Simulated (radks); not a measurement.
The numbers below are computed, except where a source is named.
Problem. The table gives one normalised radial function P(r) = r R(r) of He+ in 7s1 (r in bohr). Code: a radial shooting solver on a logarithmic mesh with Libxc functionals. Model: non-relativistic Kohn-Sham, PBE, spin-polarised, spherical densities, point nucleus; open shells are filled with parallel spins first.

| r | P |
|---|---|
| 0.09364 | 0.0247 |
| 0.1219 | 0.0302 |
| 0.1588 | 0.0362 |
| 0.2067 | 0.0421 |
| 0.2692 | 0.0470 |
| 0.3505 | 0.0492 |
| 0.4528 | 0.0466 |
| 0.5896 | 0.0365 |
| 0.7678 | 0.0166 |
| 0.9997 | -0.0131 |
| 1.302 | -0.0472 |
| 1.695 | -0.0724 |
| 2.207 | -0.0659 |
| 2.874 | -0.0151 |
| 3.742 | 0.0613 |
| 4.873 | 0.0933 |
| 6.345 | 0.0134 |
| 8.262 | -0.1054 |
| 10.76 | -0.0542 |
| 14.01 | 0.1227 |
| 18.24 | 0.0388 |
| 23.75 | -0.1748 |
| 30.93 | 0.0289 |
| 40.27 | 0.2599 |
| 52.44 | 0.0662 |
| 68.29 | 0.0029 |
| 88.92 | 0.0000 |

Which n and l does it have? It may be an empty orbital.

Solution. n = 7, l = 0: the number of nodes gives n - l - 1 = 6, the rise at small r (about r^(l+1)) gives l, and the extent must fit the shell. The curve is that of 7s up; the table hardly tells the two spins apart. 7s up: eigenvalue -1.064 eV, 6 radial nodes at r = 0.898, 3.03, 6.52, 11.6, 19.0, 30.2 bohr, <r> = 34.5 bohr, 90 % of the charge inside 45.8 bohr.
